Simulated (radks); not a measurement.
Problem. S II, 15 electrons, occupied as [Ne] 3s2 3p3 (the NIST ground configuration). Calculated with a radial shooting solver on a logarithmic mesh with Libxc functionals: Dirac Kohn-Sham, exchange-only PBE, spin-unpolarised, spherical densities, finite nucleus; open shells fill j = l - 1/2 first; Fermi nuclear charge, rms radius 3.2611 fm. Some entries of the table are withheld. Estimate them.

orbital,occ.,eigenvalue (hartree),r(max) (bohr)
1s1/2,2,-88.83308,0.06329
2s1/2,2,-8.16247,(1)
2p1/2,2,-6.17022,0.3243
2p3/2,4,-6.12373,0.3261
3s1/2,2,-0.97707,1.391
3p1/2,2,(2),(3)
3p3/2,1,(4),(5)

Solution. 
(1) 2s1/2 r(max) (bohr): 0.3883
(2) 3p1/2 eigenvalue (hartree): -0.58355
(3) 3p1/2 r(max) (bohr): 1.544
(4) 3p3/2 eigenvalue (hartree): -0.57993
(5) 3p3/2 r(max) (bohr): 1.550
